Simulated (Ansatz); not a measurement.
Species: sum formula SiN₂H₄Cl₂ (charge 0, singlet). 
Geometry from a B3LYP-D3(BJ)/def2-TZVP (Ansatz, a program for electronic structure) optimisation:
```xyz
9

Si     0.0035    -0.3639     0.0078
Cl    -0.0753     0.8478    -1.6658
Cl     0.0581     0.9201     1.6277
N      1.3836    -1.3291     0.1763
N     -1.3574    -1.3621    -0.1183
H      1.5772    -2.0583    -0.4921
H      2.2193    -0.9647     0.6039
H     -2.1998    -1.0328    -0.5608
H     -1.5371    -2.0655     0.5810
```
Charge 0, spin multiplicity 1.

Basis-set convergence of Hartree-Fock and MP2 correlation energies (hartree) with Ansatz. Valence correlation only, unless marked. Spin-orbit coupling is left out. Non-relativistic.

| basis | functions | E(HF) | E(corr, MP2) |
|---|---|---|---|
| aug-cc-pV(D+d)Z | 178 | -1319.39010 | -0.76111 |
| aug-cc-pV(T+d)Z | 349 | (withheld) | (withheld) |

Task: Some entries are withheld; supply them.

Result: 
- aug-cc-pV(T+d)Z, E(HF): -1319.46489
- aug-cc-pV(T+d)Z, E(corr, MP2): -0.94234
